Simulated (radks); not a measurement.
All-electron atom: Co22+ in [He] 2s2 2p1. Method: scalar-relativistic Kohn-Sham, PBE, spin-polarised, spherical densities, finite nucleus; open shells are filled with parallel spins first; Fermi nuclear charge, rms radius 3.7875 fm; computed with a radial shooting solver on a logarithmic mesh with Libxc functionals. Some entries of the table are withheld. Estimate them.

orbital  occ.  eigenvalue (Ry)  <r> (bohr)
1s up       1        -657.1787     0.05591
1s down     1        -656.6782     0.05587
2s up       1        -145.4437      0.2349
2s down     1        -144.5070      0.2356
2p up       1        -139.4989         (1)
2p down     0        -138.3889         (2)
3s up       0              (3)      0.5496
3s down     0              (4)      0.5512
3p up       0              (5)      0.5228
3p down     0              (6)      0.5246

Answer. 
(1) 2p up <r> (bohr): 0.2017
(2) 2p down <r> (bohr): 0.2023
(3) 3s up eigenvalue (Ry): -60.69578
(4) 3s down eigenvalue (Ry): -60.43990
(5) 3p up eigenvalue (Ry): -58.82923
(6) 3p down eigenvalue (Ry): -58.55119
